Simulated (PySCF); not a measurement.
Structure from 2D NMR

Compound of formula C₄H₁₂OSi₃. Correlations simulated from computed shifts and the bond graph:

HSQC (one-bond C–H):
```tsv
δH	δC
3.93	84.2
3.90	56.6
```

COSY cross peaks (H two or three bonds apart, from the bond graph; peaks can be absent where the dihedral angle is near 90°):
```tsv
δH	δH
4.54	3.93
```

HMBC (two and three bonds, from the bond graph):
```tsv
δH	δC
4.54	180.3, 84.2, 13.3
4.10	180.3, 13.3
3.93	180.3, 13.3
3.90	180.3
```

Carbons without hydrogens: δ 180.3, 13.3.

[PySCF 2.14: GFN2-xTB structure; GIAO PBE0/pcSseg-1 shieldings; gas phase; single conformer; equivalent nuclei averaged; relativity neglected]

References, each an isolated molecule treated in the same way: 1H and 13C vs TMS.

Exchangeable hydrogens are left out of these lists.

Work out the connectivity.

Results:

`InChI=1S/C4H12OSi3/c1-5-3-2-8-4(3,6)7/h2H,8H2,1,6-7H3`.

Atoms are numbered as in `[CH3:1][O:2][C:3]1=[CH:4][SiH2:5][C:6]1([SiH3:7])[SiH3:8]`. Hydrogens are named by the atom that carries them.

1. δC 180.3 is C3, an alkene carbon bearing oxygen.
2. δC 84.2 is C4, a β carbon of an enol-ether or enamine type C=C (δH 3.93).
3. δC 56.6 is C1, a methyl carbon bonded to O (δH 3.90).
4. δC 13.3 is C6, an allylic fully substituted sp3 carbon bonded to 3 Si.
5. HMBC from δH 4.54 reaches the proton-free carbons C3, C6.
6. HMBC from δH 4.10 reaches the proton-free carbons C3, C6.
7. HMBC from δH 3.93 reaches the proton-free carbons C3, C6.
8. HMBC from δH 3.90 reaches the proton-free carbon C3.
9. COSY links 4.54–3.93.

This is the structure that produced the data.

Shifts are as computed. Against solution values, carbons near 30 ppm lie about +3 ppm off and those near 130 ppm about +5 ppm. Of 1211 compounds with measured shifts, 218 miss one by over three times the rms of a fit or turn the order of signals round; such compounds aren't used in these exercises.
